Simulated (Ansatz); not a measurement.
Geometry optimisation of the cluster Na6Cu⁻.

```yaml
crystal:
  periodic: [false, false, false]
  atoms:
    - {symbol: Cu, position_ang: [-1.870480, 0.116770, 0.849540]}
    - {symbol: Na, position_ang: [1.361470, -1.208850, -1.777570]}
    - {symbol: Na, position_ang: [0.597500, 1.977640, -1.162810]}
    - {symbol: Na, position_ang: [-0.063250, 1.920700, 1.938060]}
    - {symbol: Na, position_ang: [-1.677090, -0.180500, -1.904080]}
    - {symbol: Na, position_ang: [-0.431620, -2.288160, 0.743060]}
    - {symbol: Na, position_ang: [2.083470, -0.337600, 1.313790]}
basis:
  gaussian: {orbitals: def2-SVPD}
total_charge: -1
hamiltonian: {xc: {name: B3LYP}, dispersion: d4}
scf: {lower_state_search: "off"}
output: {orbitals: {seedname: orbitals}}
relax: {f_tol: 0.02, max_steps: 100}
```

```sh
$ ansatz run in.yaml --threads 4 --pin off --events-out ev --progress --plain --max-ram 4787MiB
```

It prints (some lines left out):

```
Functional definition: B3LYP
mean field -71128.05789308 eV, -2613.9079152414 hartree, gradient 2.5e-6 eV, S^2 0.000000; 0 other end points of the search recorded, 0 dependent functions left out
relax step   1: F+E_penalty+E_count = -71128.38176733 eV  Δ(F+E_penalty+E_count) = +0.000e0 eV  max|allowed force component| = 1.863e-1 eV/Å  Δτ_max = 0.0000 Å  (45 SCF iters, accepted)
mean field -71128.09944347 eV, -2613.9094421901 hartree, gradient 8.7e-6 eV, S^2 0.000000; 0 other end points of the search recorded, 0 dependent functions left out
relax step   2: F+E_penalty+E_count = -71128.42798043 eV  Δ(F+E_penalty+E_count) = -4.621e-2 eV  max|allowed force component| = 5.718e-1 eV/Å  Δτ_max = 0.0568 Å  (23 SCF iters, accepted)
mean field -71128.13782010 eV, -2613.9108525053 hartree, gradient 1.7e-6 eV, S^2 0.000000; 0 other end points of the search recorded, 0 dependent functions left out
relax step   3: F+E_penalty+E_count = -71128.52174471 eV  Δ(F+E_penalty+E_count) = -9.376e-2 eV  max|allowed force component| = 1.066e-1 eV/Å  Δτ_max = 0.1551 Å  (25 SCF iters, accepted)
mean field -71128.15056396 eV, -2613.9113208336 hartree, gradient 8.9e-6 eV, S^2 0.000000; 0 other end points of the search recorded, 0 dependent functions left out
relax step   4: F+E_penalty+E_count = -71128.53424132 eV  Δ(F+E_penalty+E_count) = -1.250e-2 eV  max|allowed force component| = 1.132e-1 eV/Å  Δτ_max = 0.0531 Å  (23 SCF iters, accepted)
mean field -71128.18953127 eV, -2613.9127528558 hartree, gradient 9.9e-6 eV, S^2 0.000000; 0 other end points of the search recorded, 0 dependent functions left out
relax step   5: F+E_penalty+E_count = -71128.57461071 eV  Δ(F+E_penalty+E_count) = -4.037e-2 eV  max|allowed force component| = 1.139e-1 eV/Å  Δτ_max = 0.1949 Å  (27 SCF iters, accepted)
mean field -71128.22536662 eV, -2613.9140697806 hartree, gradient 2.0e-6 eV, S^2 0.000000; 0 other end points of the search recorded, 0 dependent functions left out
relax step   6: F+E_penalty+E_count = -71128.53950460 eV  Δ(F+E_penalty+E_count) = +3.511e-2 eV  max|allowed force component| = 4.172e-1 eV/Å  Δτ_max = 0.1950 Å  (33 SCF iters, rejected (line search))
mean field -71128.20728596 eV, -2613.9134053285 hartree, gradient 2.7e-6 eV, S^2 0.000000; 0 other end points of the search recorded, 0 dependent functions left out
relax step   7: F+E_penalty+E_count = -71128.59270186 eV  Δ(F+E_penalty+E_count) = -1.809e-2 eV  max|allowed force component| = 1.178e-1 eV/Å  Δτ_max = 0.0955 Å  (27 SCF iters, accepted)
mean field -71128.22428806 eV, -2613.9140301441 hartree, gradient 2.8e-6 eV, S^2 0.000000; 0 other end points of the search recorded, 0 dependent functions left out
relax step   8: F+E_penalty+E_count = -71128.61111192 eV  Δ(F+E_penalty+E_count) = -1.841e-2 eV  max|allowed force component| = 1.052e-1 eV/Å  Δτ_max = 0.0983 Å  (27 SCF iters, accepted)
mean field -71128.24649745 eV, -2613.9148463240 hartree, gradient 2.2e-6 eV, S^2 0.000000; 0 other end points of the search recorded, 0 dependent functions left out
relax step   9: F+E_penalty+E_count = -71128.56416214 eV  Δ(F+E_penalty+E_count) = +4.695e-2 eV  max|allowed force component| = 4.834e-1 eV/Å  Δτ_max = 0.1463 Å  (27 SCF iters, rejected (line search))
mean field -71128.23499340 eV, -2613.9144235583 hartree, gradient 9.3e-6 eV, S^2 0.000000; 0 other end points of the search recorded, 0 dependent functions left out
relax step  10: F+E_penalty+E_count = -71128.62221153 eV  Δ(F+E_penalty+E_count) = -1.110e-2 eV  max|allowed force component| = 1.012e-1 eV/Å  Δτ_max = 0.0720 Å  (24 SCF iters, accepted)
mean field -71128.24463238 eV, -2613.9147777841 hartree, gradient 9.8e-6 eV, S^2 0.000000; 0 other end points of the search recorded, 0 dependent functions left out
relax step  11: F+E_penalty+E_count = -71128.63266768 eV  Δ(F+E_penalty+E_count) = -1.046e-2 eV  max|allowed force component| = 8.248e-2 eV/Å  Δτ_max = 0.0737 Å  (24 SCF iters, accepted)
mean field -71128.25585183 eV, -2613.9151900914 hartree, gradient 1.5e-6 eV, S^2 0.000000; 0 other end points of the search recorded, 0 dependent functions left out
relax step  12: F+E_penalty+E_count = -71128.64402218 eV  Δ(F+E_penalty+E_count) = -1.135e-2 eV  max|allowed force component| = 8.347e-2 eV/Å  Δτ_max = 0.1125 Å  (27 SCF iters, accepted)
mean field -71128.26276931 eV, -2613.9154443041 hartree, gradient 2.3e-6 eV, S^2 0.000000; 0 other end points of the search recorded, 0 dependent functions left out
relax step  13: F+E_penalty+E_count = -71128.65114441 eV  Δ(F+E_penalty+E_count) = -7.122e-3 eV  max|allowed force component| = 5.903e-2 eV/Å  Δτ_max = 0.1608 Å  (29 SCF iters, accepted)
mean field -71128.26622245 eV, -2613.9155712046 hartree, gradient 2.9e-6 eV, S^2 0.000000; 0 other end points of the search recorded, 0 dependent functions left out
relax step  14: F+E_penalty+E_count = -71128.65543023 eV  Δ(F+E_penalty+E_count) = -4.286e-3 eV  max|allowed force component| = 4.594e-2 eV/Å  Δτ_max = 0.0566 Å  (27 SCF iters, accepted)
mean field -71128.27267613 eV, -2613.9158083730 hartree, gradient 1.9e-6 eV, S^2 0.000000; 0 other end points of the search recorded, 0 dependent functions left out
relax step  15: F+E_penalty+E_count = -71128.56766003 eV  Δ(F+E_penalty+E_count) = +8.777e-2 eV  max|allowed force component| = 2.378e0 eV/Å  Δτ_max = 0.0993 Å  (29 SCF iters, rejected (line search))
mean field -71128.26892592 eV, -2613.9156705552 hartree, gradient 2.4e-6 eV, S^2 0.000000; 0 other end points of the search recorded, 0 dependent functions left out
relax step  16: F+E_penalty+E_count = -71128.65769884 eV  Δ(F+E_penalty+E_count) = -2.269e-3 eV  max|allowed force component| = 1.245e-1 eV/Å  Δτ_max = 0.0485 Å  (27 SCF iters, accepted)
mean field -71128.26776350 eV, -2613.9156278372 hartree, gradient 9.7e-6 eV, S^2 0.000000; 0 other end points of the search recorded, 0 dependent functions left out
relax step  17: F+E_penalty+E_count = -71128.65790505 eV  Δ(F+E_penalty+E_count) = -2.062e-4 eV  max|allowed force component| = 7.245e-2 eV/Å  Δτ_max = 0.0690 Å  (24 SCF iters, accepted)
mean field -71128.27112483 eV, -2613.9157513638 hartree, gradient 1.9e-6 eV, S^2 0.000000; 0 other end points of the search recorded, 0 dependent functions left out
relax step  18: F+E_penalty+E_count = -71128.66064464 eV  Δ(F+E_penalty+E_count) = -2.740e-3 eV  max|allowed force component| = 5.997e-2 eV/Å  Δτ_max = 0.0290 Å  (28 SCF iters, accepted)
mean field -71128.28045283 eV, -2613.9160941613 hartree, gradient 2.0e-6 eV, S^2 0.000000; 0 other end points of the search recorded, 0 dependent functions left out
relax step  19: F+E_penalty+E_count = -71128.54338877 eV  Δ(F+E_penalty+E_count) = +1.173e-1 eV  max|allowed force component| = 1.348e0 eV/Å  Δτ_max = 0.1075 Å  (27 SCF iters, rejected (line search))
mean field -71128.27524355 eV, -2613.9159027238 hartree, gradient 2.5e-6 eV, S^2 0.000000; 0 other end points of the search recorded, 0 dependent functions left out
[...]
mean field -71128.28465093 eV, -2613.9162484386 hartree, gradient 2.6e-6 eV, S^2 0.000000; 0 other end points of the search recorded, 0 dependent functions left out
relax step  36: F+E_penalty+E_count = -71128.67816865 eV  Δ(F+E_penalty+E_count) = -2.931e-3 eV  max|allowed force component| = 2.402e-2 eV/Å  Δτ_max = 0.1000 Å  (28 SCF iters, accepted)
mean field -71128.28341119 eV, -2613.9162028793 hartree, gradient 2.7e-6 eV, S^2 0.000000; 0 other end points of the search recorded, 0 dependent functions left out
relax step  37: F+E_penalty+E_count = -71128.67860899 eV  Δ(F+E_penalty+E_count) = -4.403e-4 eV  max|allowed force component| = 5.658e-2 eV/Å  Δτ_max = 0.1451 Å  (28 SCF iters, accepted)
mean field -71128.28557284 eV, -2613.9162823182 hartree, gradient 2.9e-6 eV, S^2 0.000000; 0 other end points of the search recorded, 0 dependent functions left out
relax step  38: F+E_penalty+E_count = -71128.68012941 eV  Δ(F+E_penalty+E_count) = -1.520e-3 eV  max|allowed force component| = 2.240e-2 eV/Å  Δτ_max = 0.0810 Å  (28 SCF iters, accepted)
mean field -71128.27271503 eV, -2613.9158098025 hartree, gradient 2.3e-6 eV, S^2 0.000000; 0 other end points of the search recorded, 0 dependent functions left out
relax step  39: F+E_penalty+E_count = -71128.66920128 eV  Δ(F+E_penalty+E_count) = +1.093e-2 eV  max|allowed force component| = 1.697e-1 eV/Å  Δτ_max = 0.1992 Å  (29 SCF iters, rejected (line search))
mean field -71128.28519129 eV, -2613.9162682965 hartree, gradient 2.4e-6 eV, S^2 0.000000; 0 other end points of the search recorded, 0 dependent functions left out
relax step  40: F+E_penalty+E_count = -71128.68110904 eV  Δ(F+E_penalty+E_count) = -9.796e-4 eV  max|allowed force component| = 1.464e-2 eV/Å  Δτ_max = 0.0526 Å  (28 SCF iters, accepted)
mean field -71128.28636507 eV, -2613.9163114322 hartree, gradient 1.2e-6 eV, S^2 0.000000; 0 other end points of the search recorded, 0 dependent functions left out
relax step  41: F+E_penalty+E_count = -71128.68272680 eV  Δ(F+E_penalty+E_count) = -1.618e-3 eV  max|allowed force component| = 1.716e-2 eV/Å  Δτ_max = 0.0781 Å  (28 SCF iters, accepted)
mean field -71128.28842337 eV, -2613.9163870735 hartree, gradient 2.4e-6 eV, S^2 0.000000; 0 other end points of the search recorded, 0 dependent functions left out
relax step  42: F+E_penalty+E_count = -71128.68538681 eV  Δ(F+E_penalty+E_count) = -2.660e-3 eV  max|allowed force component| = 4.056e-2 eV/Å  Δτ_max = 0.1463 Å  (28 SCF iters, accepted)
mean field -71128.28864423 eV, -2613.9163951897 hartree, gradient 2.0e-6 eV, S^2 0.000000; 0 other end points of the search recorded, 0 dependent functions left out
relax step  43: F+E_penalty+E_count = -71128.68576858 eV  Δ(F+E_penalty+E_count) = -3.818e-4 eV  max|allowed force component| = 1.116e-1 eV/Å  Δτ_max = 0.1618 Å  (30 SCF iters, accepted)
mean field -71128.28252686 eV, -2613.9161703806 hartree, gradient 1.8e-6 eV, S^2 0.000000; 0 other end points of the search recorded, 0 dependent functions left out
relax step  44: F+E_penalty+E_count = -71128.67911772 eV  Δ(F+E_penalty+E_count) = +6.651e-3 eV  max|allowed force component| = 1.604e-1 eV/Å  Δτ_max = 0.1972 Å  (34 SCF iters, rejected (line search))
mean field -71128.29273071 eV, -2613.9165453652 hartree, gradient 1.3e-6 eV, S^2 0.000000; 0 other end points of the search recorded, 0 dependent functions left out
relax step  45: F+E_penalty+E_count = -71128.69057356 eV  Δ(F+E_penalty+E_count) = -4.805e-3 eV  max|allowed force component| = 5.647e-2 eV/Å  Δτ_max = 0.0957 Å  (28 SCF iters, accepted)
mean field -71128.29557378 eV, -2613.9166498460 hartree, gradient 1.8e-6 eV, S^2 0.000000; 0 other end points of the search recorded, 0 dependent functions left out
relax step  46: F+E_penalty+E_count = -71128.69414004 eV  Δ(F+E_penalty+E_count) = -3.566e-3 eV  max|allowed force component| = 5.369e-3 eV/Å  Δτ_max = 0.0620 Å  (29 SCF iters, accepted)
mean field -71128.29327668 eV, -2613.9165654292 hartree, gradient 2.0e-6 eV, S^2 0.000000; 0 other end points of the search recorded, 0 dependent functions left out
relax step  47: F+E_penalty+E_count = -71128.69154501 eV  Δ(F+E_penalty+E_count) = +2.595e-3 eV  max|allowed force component| = 3.319e-2 eV/Å  Δτ_max = 0.1457 Å  (33 SCF iters, rejected (line search))
mean field -71128.29653792 eV, -2613.9166852777 hartree, gradient 2.0e-6 eV, S^2 0.000000; 0 other end points of the search recorded, 0 dependent functions left out
relax step  48: F+E_penalty+E_count = -71128.69501330 eV  Δ(F+E_penalty+E_count) = -8.733e-4 eV  max|allowed force component| = 8.519e-3 eV/Å  Δτ_max = 0.0709 Å  (28 SCF iters, accepted)
Total energy: -71128.69521767 eV, -2613.9313364883 hartree
Atom 0 at    -0.005303    -0.018984     0.005854 Å, force    -0.008519    -0.003570    -0.000854 eV/Å
Atom 1 at     1.120170    -1.510524    -1.973331 Å, force    -0.001206     0.003524     0.005542 eV/Å
Atom 2 at     0.890707     2.239458    -1.225089 Å, force     0.000718     0.002910    -0.004654 eV/Å
Atom 3 at    -1.097501     1.539219     1.955823 Å, force    -0.001146    -0.006472    -0.004520 eV/Å
Atom 4 at    -2.317174     0.145259    -1.426733 Å, force     0.007626     0.000729     0.006625 eV/Å
Atom 5 at    -0.905082    -2.265867     1.240853 Å, force     0.002553     0.006673    -0.001470 eV/Å
Atom 6 at     2.314182    -0.128560     1.422613 Å, force    -0.000026    -0.003794    -0.000668 eV/Å
Dipole moment:    -0.002315    -0.013046     0.004440 e Å
Checks for a lower state left out: stability, starts, cluster_reference, orbital_swaps, neighbouring_geometries, increment
```

Hardware: 4 threads of AMD EPYC 7B13 on a shared host. Wall time 2.4 min.

The relaxation made no stability test and no search for a lower SCF solution. No other spin state of charge -1 was run. The structure comes from a short search, and lower isomers may exist.
